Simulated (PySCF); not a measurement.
**How methods differ on the electron affinity of Ba**

Ba⁻ [Xe] 6s2 6p1 (2P) → Ba [Xe] 6s2 (1S), as a difference of total energies. All numbers are calculated (PySCF 2.14, the spin-free X2C one-electron Hamiltonian (Gaussian nucleus), in x2c-TZVPPall with one added diffuse shell each of s, p, d type (12s8p7d2f1g, 94 functions)). Correlated levels: valence: [Xe] frozen; valence and next inner shell: [Kr] 4d10 frozen. The calculations carry no spin-orbit coupling.

| method | electron affinity (eV) |
| --- | --- |
| UHF | -0.058 |
| PBE0 | 0.150 |
| r2SCAN | 0.242 |
| LC-wPBE | 0.211 |
| SCS-MP2 (valence) | -0.072 |
| CCSD (valence) | 0.113 |
| CCSD(T) (valence) | 0.144 |
| MP2 (valence and next inner shell) | -0.133 |
| SCS-MP2 (valence and next inner shell) | -0.146 |
| CCSD (valence and next inner shell) | 0.044 |
| CCSD(T) (valence and next inner shell) | 0.068 |

Question: Estimate what PBE gives.

Answer: 0.144 eV, closest to CCSD(T) (valence) among the rows shown.

Question: Estimate what MP2 (valence) gives.

Answer: -0.040 eV, closest to UHF among the rows shown.

A first-order spin-orbit estimate (lowest level to lowest level, LS coupling) adds 0.030 eV.

Errors of the correlated levels include the incompleteness of this basis and the frozen core.

A negative affinity means that the anion lies above the atom at that level of theory.

The coupled-cluster amplitudes are large for Ba⁻ (T1 above 0.03 or a double amplitude above 0.15), so a single reference is strained.

In the anion the highest occupied orbital energy is positive at PBE, PBE0, r2SCAN, a self-interaction effect; the basis confines that electron, and the energy difference can still be sensible.

For comparison: 0.145 eV (measured; photodetachment measurements, as compiled on the Wikipedia data page of electron affinities).
